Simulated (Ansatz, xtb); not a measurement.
**ClH3Se3Si: which of two isomers lies lower**

Structure I: `Cl[Si]([SeH])([SeH])[SeH]`, a singlet. Structure II: `Cl[Si@H]([SeH])[Se][SeH]`, a singlet. Both are isolated molecules in the gas phase, relaxed with PBE0-D4/def2-SVP; the shapes shown needn't be the lowest conformers.

I (Å):

```xyz
8

Cl   -1.6007    0.7265    1.0952
Se    1.7608   -0.4416    1.3607
Se    0.6602    1.5120   -1.5539
Se   -0.5716   -1.9182   -1.0684
Si    0.0013   -0.0021   -0.0001
H     1.6854    0.8796    2.0097
H    -0.7124    1.7092   -2.0532
H    -1.1307   -2.5223    0.1541
```

II (Å):

| atom | x (Å) | y (Å) | z (Å) |
| --- | --- | --- | --- |
| Cl | 1.6701 | 3.9529 | -0.7212 |
| Se | 2.8635 | 1.4950 | 1.6005 |
| Se | -0.0370 | 0.9614 | -0.8137 |
| Se | -0.6927 | -0.3871 | 0.9906 |
| Si | 1.0800 | 2.4204 | 0.5404 |
| H | 0.1989 | 2.9461 | 1.6139 |
| H | 3.5560 | 1.2420 | 0.3264 |
| H | 0.5680 | -1.1492 | 1.0695 |

Question: Estimate E(II) − E(I) at the level CCSD(T)/def2-SVP + ΔMP2/def2-TZVPP.

Answer: Calculated at CCSD(T)/def2-SVP + ΔMP2/def2-TZVPP: E(II) − E(I) = +59.4 kJ/mol, so structure I lies lower.

Level by level:

```json
{"level": "PBE0-D4/def2-SVP", "geometry": "PBE0-D4/def2-SVP", "E(II) − E(I) (kJ/mol)": "+61.1", "departure from the last row (kJ/mol)": "+1.7", "job, with rough time for the two": "optimisation, 3.3 min"}
{"level": "HF/def2-SVP", "geometry": "PBE0-D4/def2-SVP", "E(II) − E(I) (kJ/mol)": "+57.8", "departure from the last row (kJ/mol)": "−1.5", "job, with rough time for the two": "part of the CCSD(T) run"}
{"level": "MP2/def2-SVP", "geometry": "PBE0-D4/def2-SVP", "E(II) − E(I) (kJ/mol)": "+67.2", "departure from the last row (kJ/mol)": "+7.8", "job, with rough time for the two": "part of the CCSD(T) run"}
{"level": "CCSD(T)/def2-SVP", "geometry": "PBE0-D4/def2-SVP", "E(II) − E(I) (kJ/mol)": "+60.9", "departure from the last row (kJ/mol)": "+1.5", "job, with rough time for the two": "single point"}
{"level": "CCSD(T)/def2-SVP + ΔMP2/def2-TZVPP", "geometry": "PBE0-D4/def2-SVP", "E(II) − E(I) (kJ/mol)": "+59.4", "departure from the last row (kJ/mol)": "", "job, with rough time for the two": "single point, 1.7 min"}
```

As drawn, II has 1 Se–Se, 1 Si–H in place of 1 Se–Si, 1 Se–H.

The levels shown agree on the order. The largest departure from CCSD(T)/def2-SVP + ΔMP2/def2-TZVPP is that of MP2/def2-SVP, 7.8 kJ/mol. Levels run at GFN2-xTB geometries aren't shown. The last row adds to CCSD(T) the change of the MP2 difference between the two basis sets, here −1.5 kJ/mol.

With thermal terms from frequencies at re-optimised GFN2-xTB minima (ideal gas, soft modes damped towards free rotors, one conformer each, 298.15 K, 1 atm): on the last row, ΔE + ΔZPE = +63.7, ΔH = +61.9, ΔG = +64.3 kJ/mol.

The correlated steps freeze 37 core orbitals; the filled d shell of Se is correlated, in a basis made for valence electrons. Mirror images aren't counted in ΔG. Codes used: Ansatz 0.2.0, xtb 6.7.1; the last row on 2 threads of Intel(R) Xeon(R) Platinum 8488C (Sapphire Rapids) on a shared host.
